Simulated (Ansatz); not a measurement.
The same ligand exchange along the group B, Al, Ga, In.

Program: Ansatz. Geometries: PBE0-D4/def2-TZVP. ΔE: electronic, gas phase. CBS: MP2 limit from def2 TZ/QZ plus the TZ coupled-cluster correction, frozen cores. Elements past krypton have def2 core potentials. For Ga, I, In outer-core shells are correlated without core-valence functions, which leaves a few kJ/mol of doubt a bond. Scalar relativity is left out up to krypton. Each species was taken in one conformer, which may not be the lowest.

**Question.** Order these by ΔE at CCSD(T)/CBS, lowest first. (Estimate.)
A. `C[NH][Ga]([Cl])[Cl]` + HI → `[Cl][Ga]([Cl])[I]` + CH₃NH₂
B. `C[NH][Al]([Cl])[Cl]` + HI → `[Cl][Al]([Cl])[I]` + CH₃NH₂
C. `C[NH][In]([Cl])[Cl]` + HI → `[Cl][In]([Cl])[I]` + CH₃NH₂
D. `CNB(Cl)Cl` + HI → `ClB(Cl)I` + CH₃NH₂

**Answer.** C (-128.9 kJ/mol), A (-75.5 kJ/mol), B (-52.5 kJ/mol), D (+83.1 kJ/mol).

Largest T1 diagnostic: 0.013, for `C[NH][In]([Cl])[Cl]`.
